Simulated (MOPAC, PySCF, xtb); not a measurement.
Dissociation curve of NaF, singlet.

Levels: RKS-BP86/6-31G* = restricted BP86/6-31G*, spherical d (PySCF); PM3, restricted, heats of formation (MOPAC); GFN1-xTB (xtb); UCCSD(T) = CCSD(T) on UHF/aug-cc-pVDZ, 2 core orbitals frozen (PySCF).

Energies relative to the lowest point of each curve near equilibrium, in kcal/mol; the last columns give the difference from UCCSD(T):

| R / Å | RKS-BP86/6-31G* | PM3 | GFN1-xTB | UCCSD(T) | RKS-BP86/6-31G* − UCCSD(T) | PM3 − UCCSD(T) | GFN1-xTB − UCCSD(T) |
|---|---|---|---|---|---|---|---|
| 1.53 | 39.6 | 17.8 | 12.6 | 46.6 | -7.0 | -28.8 | -34.0 |
| 1.62 | 18.8 | 10.0 | 4.0 | 23.7 | -4.9 | -13.7 | -19.8 |
| 1.75 | 4.3 | 3.1 | 0.0 | 6.6 | -2.3 | -3.5 | -6.6 |
| 1.82 | 1.1 | 1.1 | 0.0 | 2.3 | -1.2 | -1.3 | -2.3 |
| 1.85 | 0.4 | 0.5 | 0.3 | 1.3 | -0.8 | -0.7 | -1.0 |
| 1.92 | 0.0 | 0.0 | 1.4 | 0.0 | 0.0 | 0.0 | 1.3 |
| 1.96 | 0.3 | 0.1 | 2.2 | 0.0 | 0.3 | 0.1 | 2.2 |
| 2.02 | 1.4 | 0.8 | 3.6 | 0.6 | 0.8 | 0.2 | 2.9 |
| 2.11 | 4.0 | 2.8 | 5.9 | 2.6 | 1.4 | 0.2 | 3.3 |
| 2.22 | 8.1 | 6.7 | 9.1 | 6.1 | 2.1 | 0.6 | 3.0 |
| 2.38 | 15.2 | 14.3 | 13.9 | 12.1 | 3.1 | 2.2 | 1.9 |
| 2.57 | 24.1 | 25.2 | 19.9 | 19.7 | 4.5 | 5.5 | 0.2 |
| 2.86 | 37.3 | 42.8 | 29.1 | 31.0 | 6.3 | 11.8 | -2.0 |
| 3.18 | 50.2 | 60.8 | 39.1 | 42.5 | 7.8 | 18.3 | -3.4 |
| 3.47 | 60.0 | 74.4 | 47.6 | 51.5 | 8.5 | 22.9 | -3.9 |
| 3.89 | 70.5 | 89.5 | 58.6 | 62.5 | 8.0 | 27.0 | -3.9 |
| 4.27 | 76.9 | 99.3 | — | — | — | — | — |
| 4.76 | 82.4 | 108.2 | — | — | — | — | — |
| 5.18 | 85.8 | 113.7 | — | — | — | — | — |
| 5.73 | 89.0 | 119.3 | — | — | — | — | — |
| 6.76 | 92.5 | 127.2 | — | — | — | — | — |
| 7.69 | 94.2 | 132.5 | — | — | — | — | — |

RKS-BP86/6-31G* is furthest from UCCSD(T) at 3.47 (8.5 kcal/mol, above); its mean absolute difference over the points is 3.7 kcal/mol.

PM3 is furthest from UCCSD(T) at 1.53 (-28.8 kcal/mol, below); its mean absolute difference over the points is 8.6 kcal/mol.

GFN1-xTB is furthest from UCCSD(T) at 1.53 (-34.0 kcal/mol, below); its mean absolute difference over the points is 5.7 kcal/mol.

Dashes: no converged value, or the column stops at the first point that the program doubted or that broke a chosen test of continuity, which isn't proof of a fault.

The restricted form behind RKS-BP86/6-31G*, PM3 keeps the bonding electrons paired and can't separate into open-shell fragments. The unrestricted determinant behind UCCSD(T) is spin-contaminated at 4.27 to 7.69 Å (<S²> up to 1.0, against 0.00 for a pure singlet).
